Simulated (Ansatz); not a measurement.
`B[SiH](O)C=O` → `[SiH3]B1OCO1`  (isomerisation)

Calculated with Ansatz (gas phase, PBE0-D4/def2-TZVP geometries, no zero-point term in ΔE). CCSD(T)/CBS is the MP2 limit (def2-TZVPP, def2-QZVPP) plus CCSD(T) − MP2 in def2-TZVPP, frozen cores. One conformer a species, not always the lowest.

```json
{"species": "`B[SiH](O)C=O`", "HF/def2-QZVPP energy (Eh)": "-504.23595"}
{"species": "`[SiH3]B1OCO1`", "HF/def2-QZVPP energy (Eh)": "-504.28621"}
```

(1) Work out ΔE.

Largest T1 diagnostic among the species: 0.016.

Results:

(1) ΔE = (-504.28621) − (-504.23595) = -0.05026 Eh = -1.37 eV. CCSD(T)/CBS gives -1.52 eV.

In def2-TZVPP, CCSD(T) changes the Hartree–Fock value by −0.20 eV (the triples alone add −0.02 eV) and MP2 by −0.23 eV. From PBE to PBE0 (25 % exact exchange), in def2-TZVPP and without D4, ΔE moves by −0.10 eV.
